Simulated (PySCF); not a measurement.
## Electronic structure of Re⁺ (rhenium, charge +1) at the wB97X-V level

Configuration: [Xe] 4f14 5d5 6p1, high-spin 7P determinant (an excited configuration). Calculation: PySCF 2.14, in x2c-TZVPPall; the spin-free X2C one-electron Hamiltonian (Gaussian nucleus).

```json
{
 "Total energy": "-16692.96 hartree",
 "One-electron energy": "-22870.32 hartree",
 "Hartree (Coulomb) energy": "6513.75 hartree",
 "Exchange-correlation energy": "-336.38 hartree",
 "⟨S²⟩": "12.0017",
 "⟨L²⟩": "2.111",
 "Sum of ⟨r⟩": "42.82 bohr",
 "Sum of ⟨r²⟩": "58.66 bohr²",
 "Traceless quadrupole moment −½Σ⟨3z² − r²⟩ along its main axis": "-6.81 e·bohr²",
 "Langevin diamagnetic susceptibility": "-46.5 ×10⁻⁶ cm³/mol",
 "Time after the integrals": "about 7 core-seconds"
}
```

```tsv
shell	electrons	mean orbital energy (eV)	spread (eV)	rms radius, mean of both spins (bohr)
1s α	1	-71532.6	0	0.0204
1s β	1	-71532.6	0	0.0204
2s α	1	-12438.8	0	0.0824
2s β	1	-12438.5	0	0.0824
2p α	3	-10894.7	0.004	0.0750
2p β	3	-10894.5	0.021	0.0750
3s α	1	-2901.9	0	0.211
3s β	1	-2901.8	0	0.211
3p α	3	-2443.0	0.016	0.212
3p β	3	-2442.8	0.027	0.212
3d α	5	-1904.5	0.022	0.194
3d β	5	-1904.3	0.022	0.194
4s α	1	-621.39	0	0.468
4s β	1	-621.10	0	0.468
4p α	3	-469.56	0.065	0.499
4p β	3	-469.27	0.081	0.499
4d α	5	-273.99	0.080	0.538
4d β	5	-273.63	0.084	0.538
5s α	1	-101.55	0	1.10
5s β	1	-99.048	0	1.10
5p α	3	-63.254	0.299	1.29
5p β	3	-59.544	0.396	1.29
4f α	7	-58.418	0.111	0.646
4f β	7	-57.901	0.120	0.646
5d α	5	-19.206	0.324	1.96
6p α	1	-10.502	0	3.94
```

Spin-orbit coupling, absent here, splits the open shell strongly.

Densities and radii are taken from the X2C orbitals without a picture-change correction, which distorts them close to the nucleus.
